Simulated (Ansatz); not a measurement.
The cluster Al4Au⁺. The state is a singlet with charge 1. Geometry PBE-D4/def2-SVP, basis def2-TZVP, Ansatz.

```csv
atom,x (Å),y (Å),z (Å)
Au1,0.233,0.253,-1.321
Al2,0.314,-0.671,1.376
Al3,-2.062,-0.061,-0.078
Al4,2.153,-1.406,-0.523
Al5,-0.638,1.885,0.546
```

```json
{"run": "A", "HOMO (eV)": "-8.54", "LUMO (eV)": "-7.81"}
{"run": "B", "HOMO (eV)": "-8.51", "LUMO (eV)": "-7.72"}
{"run": "C", "HOMO (eV)": "-9.05", "LUMO (eV)": "-7.17"}
{"run": "D", "HOMO (eV)": "-8.42", "LUMO (eV)": "-7.83"}
{"run": "E", "HOMO (eV)": "-8.53", "LUMO (eV)": "-7.96"}
```

In the def2 sets Au takes a core potential; there is no spin–orbit coupling. No other spin state of charge 1 was run. The structure comes from a short search, and lower isomers may exist.

Problem. The runs used B97M-V, LDA (SPW92), PBE, PBE0, r2SCAN. Estimate which is which.

Solution. A r2SCAN (0 % exact exchange); B B97M-V (0 % exact exchange); C PBE0 (25 % exact exchange); D PBE (0 % exact exchange); E LDA (SPW92) (0 % exact exchange). Exact exchange lowers occupied and raises empty levels; among semilocal functionals meta-GGAs tend to open the gap a little, and such runs are hard to tell apart. The gap grows from 0.57 eV (LDA (SPW92)) to 1.88 eV (PBE0). The restricted singlet is unstable towards broken spin symmetry in Hartree–Fock (as tested in another run); at r2SCAN-D4/def2-TZVP, B97M-V/def2-TZVP, PBE0-D4/def2-TZVP, PBE-D4/def2-TZVP and others this wasn't settled.
